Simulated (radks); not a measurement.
All-electron atom: He in [He].

Calculated with a radial shooting solver on a logarithmic mesh with Libxc functionals: non-relativistic Kohn-Sham, r2SCAN, spin-polarised, spherical densities, point nucleus; meta-GGA in the generalised Kohn-Sham scheme.

Energy parts (hartree):
| part | energy |
|---|---|
| total | -2.90496 |
| kinetic | 2.87260 |
| electron-nucleus | -6.75461 |
| Hartree | 2.04183 |
| exchange-correlation | -1.06477 |

Orbitals (lengths in bohr, moments of r in powers of bohr):
1s: occ. 2; eigenvalue (hartree) -0.60772; <r^4> 4.283; <r^2> 1.219

The highest occupied level is 1s at -16.537 eV. The electron density at the nucleus is 3.666 e/bohr^3. Summed over all electrons, <r^2> = 2.439 bohr^2, which gives a Langevin (diamagnetic) susceptibility term of -1.93 x 10^-6 cm^3/mol.
